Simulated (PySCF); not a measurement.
A GIAO shielding run with PySCF 2.14 (density fitting, non-relativistic, gas phase) on `O[Si@@H]([SiH3])[SiH2][SiH2][SiH3]`, H₁₂OSi₅:

```
$ OMP_NUM_THREADS=1 python probes_run.py task.json out

{"job": {"kind": "nmr", "xc": "PBE0", "basis": "pcSseg-1"}, "charge": 0, "multiplicity": 1}
O     -0.790715    -2.013713    -0.502289
Si    -1.361126    -0.571368    -1.048633
Si    -3.680330    -0.541948    -0.993675
Si    -0.184711     1.102639     0.054386
Si     2.053389     1.360417    -0.518233
Si     3.495543    -0.214941     0.372808
H     -0.921232    -2.313589     0.391268
H     -0.871411    -0.695307    -2.430401
H     -4.329877    -1.858240    -1.054918
H     -4.182541     0.079123     0.239914
H     -4.234186     0.240426    -2.101299
H     -0.931878     2.365066    -0.073049
H     -0.244843     0.846110     1.511731
H      2.533779     2.715998    -0.192940
H      2.146376     1.327844    -1.989683
H      4.800251     0.318182     0.774937
H      2.921231    -0.829394     1.575936
H      3.773520    -1.310988    -0.557036
```

Hardware: 1 thread of an Arm Neoverse N1, shared host. The job also computes population analyses, field gradients.

Q: How large is the calculation?

A: 90 electrons, 197 basis functions and 1146 auxiliary functions.

Q: How long does it take, and how much memory does it need?

A: 62 s of wall time, with 11 SCF cycles and 4 response iterations; peak memory 0.89 GiB. Times on a shared host scatter by some tens of per cent.
